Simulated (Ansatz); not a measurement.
Basis-set extrapolation for C₂H₆BFS (`CBC(F)S`) (PBE0-D4/def2-TZVP geometry, frozen core, Ansatz). Multiplicity 1, RHF reference.

|  | def2-TZVPP | def2-QZVPP |
| --- | --- | --- |
| HF | -600.956420 | -600.976719 |
| MP2 correlation | -0.882209 | -0.950634 |
| CCSD(T) correlation | -0.966002 | not run |

Energies in hartree. Use E(X) = E(∞) + A·exp(−7.88·√X) for Hartree–Fock and E(X) = E(∞) + B·X^(−2.97) for correlation, with X = 3 and 4, and add CCSD(T) minus MP2 of the smaller set to the MP2 limit.

Problem. What is the CCSD(T) energy at the basis-set limit?

Solution. HF limit: -600.976719 + (-0.020299) × 0.13774 = -600.97951. MP2 limit: -0.950634 + (-0.068425) × 0.74074 = -1.00132. Higher-order term: -0.966002 − (-0.882209) = -0.08379. Total: -602.06462 hartree, 89.2 kcal/mol below CCSD(T)/def2-TZVPP.
